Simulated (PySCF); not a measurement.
Computed shifts of a molecule CH₉NO₂Si₂, B3LYP/pcSseg-1 in PySCF, GIAO, gas phase, atoms alike by connectivity averaged where their shifts nearly agree, in ppm (number of nuclei): ²⁹Si: -21.5 (1), -50.3 (1). ¹³C: 36.5 (1). ¹⁵N: 17.0 (1). ¹H: 5.07 (1), 4.77 (3), 4.27 (1), 2.76 (1), 2.45 (1), 2.34 (1), -0.64 (1). References: ¹⁷O against H2O (σ = 333.8 ppm); ²⁹Si against TMS (σ = 338.7 ppm); ¹³C against TMS (σ = 181.3 ppm); ¹⁵N against NH3 (σ = 265.5 ppm); ¹H against TMS (σ = 31.68 ppm), references at their B3LYP-D3(BJ)/def2-TZVP geometries, non-relativistic. Geometry optimised at B3LYP-D3(BJ)/def2-SVP. The values are those of a single conformer.

Q: Identify the compound among the candidates.
(A) N[Si@@H](O)C[SiH2]O
(B) O[SiH](O)CN[SiH3]
(C) N[Si@@H](O)CO[SiH3]
(D) CN[SiH2][SiH](O)O

A: B, O[SiH](O)CN[SiH3]
